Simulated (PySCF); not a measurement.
**Si (silicon, neutral) across methods**

[Ne] 3s1 3p3, high-spin 5S determinant (an excited configuration). Computed with PySCF 2.14 in x2c-QZVPPall, with scalar relativity by spin-free X2C-1e.

```csv
method,E (hartree),mean ε 2p β (eV),mean ε 3s α (eV),mean ε 3p α (eV),Σ⟨r²⟩ (bohr²),⟨S²⟩
LDA,-288.6625,-95.944,-12.459,-5.455,32.76,6.000
BP86,-289.8625,-96.024,-12.533,-5.496,32.49,6.000
UHF,-289.36584,-115.90,-19.725,-9.466,32.36,6.000
MN15,-289.8528,-101.33,-14.166,-6.687,32.67,6.000
HSE06,-289.7346,-100.65,-13.981,-6.139,32.30,6.000
PBE0,-289.7187,-101.12,-14.404,-6.542,32.27,6.000
PBE,-289.6890,-95.827,-12.470,-5.438,32.52,6.000
r2SCAN,-289.8258,-97.688,-13.208,-5.746,32.11,6.000
```
